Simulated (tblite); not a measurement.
C8H9F.
Geometry (GFN2-xTB, Å), atoms numbered from 1 in this order:
```xyz
18
C8H9F angstrom
C     -2.7178    1.2174    1.1253
C     -1.8585    0.3864    1.0798
C     -0.8105   -0.6148    0.9897
C     -0.3726   -0.7792   -0.4415
C     -0.6955   -1.8651   -1.1232
F     -0.3284   -2.0470   -2.4088
C      0.4430    0.3451   -1.0191
C      1.8315    0.3183   -0.4488
C      2.3597    1.2873    0.2739
H     -3.4761    1.9398    1.1825
H      0.0426   -0.2856    1.5912
H     -1.1848   -1.5594    1.3919
H     -1.2697   -2.7008   -0.7508
H      0.4973    0.2324   -2.1043
H     -0.0396    1.2962   -0.7832
H      2.3942   -0.5820   -0.6598
H      3.3610    1.2263    0.6659
H      1.8154    2.1911    0.4965
```

Calculated harmonic vibrations of the isolated species, GFN2-xTB (tblite), most abundant isotopes, no scaling. The method is semi-empirical: single wavenumbers can be off by several per cent or more. One conformer, not necessarily the lowest.

Harmonic wavenumbers (cm⁻¹): 30.2, 46.4, 61.2, 107.5, 201.4, 218.9, 274.7, 289.1, 335.7, 394.8, 420.4, 524.9, 582.0, 640.3, 645.8, 692.0, 787.2, 862.7, 900.6, 907.4, 937.3, 976.6, 995.3, 1025.5, 1080.3, 1107.3, 1149.1, 1174.6, 1216.6, 1265.6, 1282.1, 1289.7, 1304.5, 1413.7, 1430.8, 1457.7, 1714.2, 1737.9, 2295.9, 2944.9, 2968.4, 2977.9, 2980.6, 3056.9, 3078.6, 3095.9, 3122.6, 3397.8.

A = 1535, B = 1362, C = 814.6 MHz; mass 124.069 u (most abundant isotopes); point group C1, symmetry number 1.

Q: Zero-point energy?

A: Half the sum of the wavenumbers: 30701 cm⁻¹ = 367.26 kJ/mol.

Q: Give the ideal-gas entropy at 298.15 K and 1 bar in the rigid-rotor, harmonic-oscillator model (classical rotation).

A: Translation 168.98, rotation 123.95, vibration 135.58: S = 428.5 J/(mol K).

Q: And Cp and H(298.15 K) − H(0)?

A: Cp = 160.68 J/(mol K), of which vibrations give 127.42 (their classical limit is 48 R = 399.1); H(298.15 K) − H(0) = 29.77 kJ/mol without the zero-point energy, 19.86 from vibrations.

Q: Blend soft modes into free rotors: weight 1/[1 + (100 cm⁻¹/ν̃)⁴] for the oscillator and the rest for a rotor with moment μB/(μ + B), μ = h/(8π²ν), B = 10⁻⁴⁴ kg m². What vibrational entropy results?

A: 118.05 J/(mol K) in place of 135.58, which changes −T·S at 298.15 K by +5.23 kJ/mol.

Q: How do the functions run with temperature in this model?

A: 
| T (K) | S (J/(mol K)) | Cp (J/(mol K)) | H − H(0) (kJ/mol) | G − H(0) (kJ/mol) | ln q(vib) |
| --- | --- | --- | --- | --- | --- |
| 100 | 304.5 | 81.0 | 5.89 | -24.57 | 2.69 |
| 200 | 372.9 | 120.7 | 15.97 | -58.61 | 5.61 |
| 300 | 429.5 | 161.4 | 30.07 | -98.78 | 8.35 |
| 500 | 529.5 | 232.3 | 69.84 | -194.92 | 13.59 |
| 800 | 654.7 | 299.2 | 150.50 | -373.23 | 20.93 |
| 1000 | 724.7 | 328.3 | 213.40 | -511.33 | 25.43 |

q(vib) and H(0) count from the zero-point level.

Q: What must be added to the electronic energy to get the Gibbs energy at 298.15 K and 1 bar?

A: ZPE + [H(298.15 K) − H(0)] − T·S = 367.26 + 29.77 − 127.76 = 269.27 kJ/mol.

Q: Which modes carry the vibrational entropy at 298.15 K?

A: 30.2 cm⁻¹: 24.34; 46.4 cm⁻¹: 20.77; 61.2 cm⁻¹: 18.49; 107.5 cm⁻¹: 13.86; 201.4 cm⁻¹: 8.87; 218.9 cm⁻¹: 8.23 J/(mol K); the other 42 give 41.02 together.

Hindered rotation and anharmonicity are outside this model. Other conformers, if any are populated, would add a mixing term that is left out. The structure is chiral; the term R ln 2 for an equal mix with its mirror image is left out.

Hardware: one thread of an Arm Neoverse V2, on a shared host. Cost: 0.49 s wall. This covers the Hessian and the dipole derivatives.
